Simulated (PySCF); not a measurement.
CH3I3OSi, singlet, at a GFN2-xTB geometry (core potentials on I); DF-PBE/def2-SV(P) (PySCF).

The PySCF input:
```python
from pyscf import gto, scf, dft

mol = gto.M(
    atom='''
C    -3.02432759   -0.36605732   -0.46267382
O    -1.74116573   -0.90408221   -0.58682627
Si   -0.36835194   -0.22268459   -0.12446753
I    -0.08560339    1.92684926   -1.29354887
I     1.39807831   -1.75314368   -0.82918569
I    -0.41954572    0.07606580    2.32113707
H    -3.73126622   -1.09219153   -0.85894121
H    -3.25917980   -0.16471338    0.58581661
H    -3.10258284    0.56560786   -1.02900961
''',
    basis='def2-sv(p)',
    ecp={'I': 'def2-sv(p)'},
    verbose=4,
    max_memory=1800,
)

mf = dft.RKS(mol)
mf.xc = 'pbe'
mf = mf.density_fit(auxbasis='def2-universal-jkfit')
mf.kernel()
```

**Question.** Predict the main parts of the log of this PySCF run.

**Answer.** 
```
PySCF version 2.14.0

[INPUT] verbose = 4
[INPUT] num. atoms = 9
[INPUT] num. electrons = 106
[INPUT] charge = 0
[INPUT] spin (= nelec alpha-beta = 2S) = 0
[INPUT] symmetry False subgroup None
[INPUT] Mole.unit = angstrom
[INPUT] Symbol           X                Y                Z      unit          X                Y                Z       unit  Magmom
[INPUT]  1 C     -3.024327590000  -0.366057320000  -0.462673820000 AA   -5.715150856066  -0.691748080692  -0.874326804806 Bohr   0.0
[INPUT]  2 O     -1.741165730000  -0.904082210000  -0.586826270000 AA   -3.290326367178  -1.708467770992  -1.108940933000 Bohr   0.0
[INPUT]  3 Si    -0.368351940000  -0.222684590000  -0.124467530000 AA   -0.696084284052  -0.420812887261  -0.235209543101 Bohr   0.0
[INPUT]  4 I     -0.085603390000   1.926849260000  -1.293548870000 AA   -0.161766962434   3.641217384721  -2.444453093041 Bohr   0.0
[INPUT]  5 I      1.398078310000  -1.753143680000  -0.829185690000 AA    2.641985106595  -3.312961412212  -1.566933860509 Bohr   0.0
[INPUT]  6 I     -0.419545720000   0.076065800000   2.321137070000 AA   -0.792826507533   0.143743529446   4.386313359875 Bohr   0.0
[INPUT]  7 H     -3.731266220000  -1.092191530000  -0.858941210000 AA   -7.051071253641  -2.063942867270  -1.623163644003 Bohr   0.0
[INPUT]  8 H     -3.259179800000  -0.164713380000   0.585816610000 AA   -6.158957212715  -0.311263177251   1.107032952121 Bohr   0.0
[INPUT]  9 H     -3.102582840000   0.565607860000  -1.029009610000 AA   -5.863031846375   1.068843949301  -1.944546342446 Bohr   0.0

nuclear repulsion = 747.776657921762
number of shells = 56
number of NR pGTOs = 279
number of NR cGTOs = 130
basis = def2-sv(p)
ecp = {'I': 'def2-sv(p)'}

******** <class 'pyscf.df.df_jk.DFRKS'> ********
method = DFRKS
initial guess = minao
damping factor = 0
level_shift factor = 0
DIIS = <class 'pyscf.scf.diis.CDIIS'>
diis_start_cycle = 1
diis_space = 8
diis_damp = 0
SCF conv_tol = 1e-09
SCF conv_tol_grad = None
SCF max_cycles = 50
direct_scf = False
XC library pyscf.dft.libxc version 7.1.2
    S. Lehtola, C. Steigemann, M. J. T. Oliveira, and M. A. L. Marques,  SoftwareX 7, 1–5 (2018)
XC functionals = pbe
    J. P. Perdew, K. Burke, and M. Ernzerhof,  Phys. Rev. Lett. 77, 3865 (1996)
    J. P. Perdew, K. Burke, and M. Ernzerhof,  Phys. Rev. Lett. 78, 1396 (1997)
    J. P. Perdew, K. Burke, and M. Ernzerhof,  Phys. Rev. Lett. 77, 3865 (1996)
    J. P. Perdew, K. Burke, and M. Ernzerhof,  Phys. Rev. Lett. 78, 1396 (1997)
radial grids:
    Treutler-Ahlrichs [JCP 102, 346 (1995); DOI:10.1063/1.469408] (M4) radial grids

becke partition: Becke, JCP 88, 2547 (1988); DOI:10.1063/1.454033
pruning grids: <function nwchem_prune>
grids dens level: 3
symmetrized grids: False
atomic radii adjust function: <function treutler_atomic_radii_adjust>
small_rho_cutoff = 0
Set gradient conv threshold to 3.16228e-05
Initial guess from minao.
tot grids = 142680
init E= -1204.12124494291

WARN: HOMO -1.17238617315508 == LUMO -1.17154920960937

cycle= 1 E= -1286.88346111849  delta_E= -82.8  |g|= 6.19  |ddm|=   16
  HOMO = -0.0313491008260924  LUMO = 0.00665643444240552  gap/eV = 1.03418
cycle= 2 E= -1189.52010659361  delta_E= 97.4  |g|= 13.2  |ddm|=  125
  HOMO = 0.0401024327346679  LUMO = 0.0591241313237775  gap/eV = 0.51761
cycle= 3 E= -1292.54510811601  delta_E= -103  |g|= 3.45  |ddm|=  125
  HOMO = -0.189123770774094  LUMO = -0.175155867591202  gap/eV = 0.38009
cycle= 4 E= -1274.14543866982  delta_E= 18.4  |g|= 7.11  |ddm|= 16.7
  HOMO = -0.199482669451166  LUMO = -0.152255433756415  gap/eV = 1.28512
cycle= 5 E= -1296.87826633753  delta_E= -22.7  |g|= 1.33  |ddm|= 11.2
  HOMO = -0.125724235758292  LUMO = -0.101165691749221  gap/eV = 0.66827
cycle= 6 E= -1296.82757263058  delta_E= 0.0507  |g|= 1.22  |ddm|=    3
  HOMO = -0.201571789973075  LUMO = -0.0678954692613553  gap/eV = 3.63752
cycle= 7 E= -1297.34021886703  delta_E= -0.513  |g|= 0.289  |ddm|= 2.51
  HOMO = -0.235983816312036  LUMO = -0.117806051110755  gap/eV = 3.21578
cycle= 8 E= -1297.34405146938  delta_E= -0.00383  |g|= 0.299  |ddm|= 0.802
  HOMO = -0.232955872802251  LUMO = -0.101643247363661  gap/eV = 3.57320
cycle= 9 E= -1297.37016335738  delta_E= -0.0261  |g|= 0.104  |ddm|= 0.487
  HOMO = -0.232487497635827  LUMO = -0.103987402601248  gap/eV = 3.49667
cycle= 10 E= -1297.37321025446  delta_E= -0.00305  |g|= 0.0156  |ddm|= 0.144
  HOMO = -0.232864408497129  LUMO = -0.104190763548281  gap/eV = 3.50139
cycle= 11 E= -1297.37325703285  delta_E= -4.68e-05  |g|= 0.0106  |ddm|= 0.0461
  HOMO = -0.233475417594235  LUMO = -0.104656625308266  gap/eV = 3.50534
cycle= 12 E= -1297.37330148463  delta_E= -4.45e-05  |g|= 0.00183  |ddm|= 0.0252
  HOMO = -0.233437580104016  LUMO = -0.104649819165381  gap/eV = 3.50449
cycle= 13 E= -1297.37330280149  delta_E= -1.32e-06  |g|= 0.000462  |ddm|= 0.00406
  HOMO = -0.233428403974999  LUMO = -0.104648483826921  gap/eV = 3.50428
cycle= 14 E= -1297.37330287488  delta_E= -7.34e-08  |g|= 6.92e-05  |ddm|= 0.00076
  HOMO = -0.233426720280803  LUMO = -0.104648375918408  gap/eV = 3.50424
cycle= 15 E= -1297.3733028762  delta_E= -1.32e-09  |g|= 3.33e-05  |ddm|= 0.000156
  HOMO = -0.233427641470161  LUMO = -0.104648687236811  gap/eV = 3.50425
cycle= 16 E= -1297.37330287648  delta_E= -2.8e-10  |g|= 9.6e-06  |ddm|= 5.45e-05
  HOMO = -0.233427207045421  LUMO = -0.104648505033488  gap/eV = 3.50425
Extra cycle  E= -1297.37330287641  delta_E= 6.57e-11  |g|= 1.64e-05  |ddm|= 4.5e-05
converged SCF energy = -1297.37330287641
```
